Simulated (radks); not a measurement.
The numbers below are computed, except where a source is named.
Tm II, configuration [Xe] 4f13 6s1.

Level of theory: scalar-relativistic Kohn-Sham, PBE, spin-unpolarised, spherical densities, finite nucleus; Fermi nuclear charge, rms radius 5.2256 fm (a radial shooting solver on a logarithmic mesh with Libxc functionals).

Energy parts (hartree):
total: -13565.7690
kinetic: 14741.7933
electron-nucleus: -33323.7717
Hartree: 5301.1804
exchange-correlation: -284.9710

Orbitals (lengths in bohr, moments of r in powers of bohr; r(90%) holds 90 % of the orbital's charge):
| orbital | occ. | eigenvalue (hartree) | r(90%) |
|---|---|---|---|
| 1s | 2 | -2178.576 | 0.0363 |
| 2s | 2 | -367.7789 | 0.131 |
| 2p | 6 | -324.7977 | 0.123 |
| 3s | 2 | -82.84501 | 0.324 |
| 3p | 6 | -69.82520 | 0.329 |
| 3d | 10 | -53.74039 | 0.311 |
| 4s | 2 | -16.51423 | 0.715 |
| 4p | 6 | -12.23562 | 0.769 |
| 4d | 10 | -6.55069 | 0.860 |
| 4f | 13 | -0.35835 | 1.42 |
| 5s | 2 | -2.20828 | 1.78 |
| 5p | 6 | -1.23556 | 2.17 |
| 6s | 1 | -0.33680 | 5.24 |

The highest occupied level is 6s at -9.165 eV. For comparison, the ionisation energy in NIST's Atomic Spectra Database is 12.07 eV (semi-empirical). In exact Kohn-Sham theory the highest level is minus the ionisation energy, but local and semilocal functionals leave it too shallow, through self-interaction and a potential that decays too fast; potentials with the right tail come closer. The electron density at the nucleus is 1.002e+06 e/bohr^3 (large components only). The density falls to 0.001 e/bohr^3 at r = 4.35 bohr. Summed over all electrons, <r^2> = 51.68 bohr^2, which gives a Langevin (diamagnetic) susceptibility term of -40.9 x 10^-6 cm^3/mol.

Beside tabulated values, note that spin-unpolarised runs miss the spin-polarisation part of the exchange energy of open shells.
